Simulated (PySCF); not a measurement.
Gas-phase XPS of GaH2(iBu), computed

Compound: GaH2(iBu), C4H11Ga.
Bonds: Ga1–C4, C4–C5, C5–C6, C5–C7. Hydrogens: H2, H3 on Ga1; H8, H9 on C4; H10 on C5; H11, H12, H13 on C6; H14, H15, H16 on C7.

Method: delta-SCF UKS SCAN, pcX-2 on the ionised atom, pcseg-1 elsewhere, spin-free X2C (PySCF). Each binding energy is the total energy of the core-ionised species, with the hole localised on one atom, minus that of the ground state; both are solved self-consistently, so orbital relaxation is included.

Q: List the computed XPS lines with their assignment.

A: 
| atom(s) | bonded to | level | binding energy (eV) | above the level's lowest (eV) | count |
| --- | --- | --- | --- | --- | --- |
| C4 | C, 2 H and Ga | C 1s | 289.69 | 0.00 | 1 |
| C6/C7 | C and 3 H | C 1s | 290.52 | +0.83 | 2 |
| C5 | 3 C and H | C 1s | 290.63 | +0.94 | 1 |

Lowest listed C 1s: C4, bonded to C, 2 H and Ga. Highest, 0.94 eV above it: C5, bonded to 3 C and H.

Q: Which photon energy gives electrons from C 1s of C4 a kinetic energy of 150 eV, and what is their de Broglie wavelength?

A: hν = 289.69 + 150 = 439.69 eV, recoil neglected; λ = 12.264 Å/√(E/eV) = 1.00 Å.

Topologically equivalent atoms share the value of their first member; where this conformer doesn't relate them by symmetry, their own values could differ. No level of gallium is listed. Isolated species at its PBE0-D3(BJ)/def2-SVP geometry (one conformer only).

The run took 33 s of wall time on one thread, Arm Neoverse V2 (aarch64), no GPU, shared host with 32 logical CPUs at a one-minute load of 30, and the process peaked at 0.55 GiB of memory.
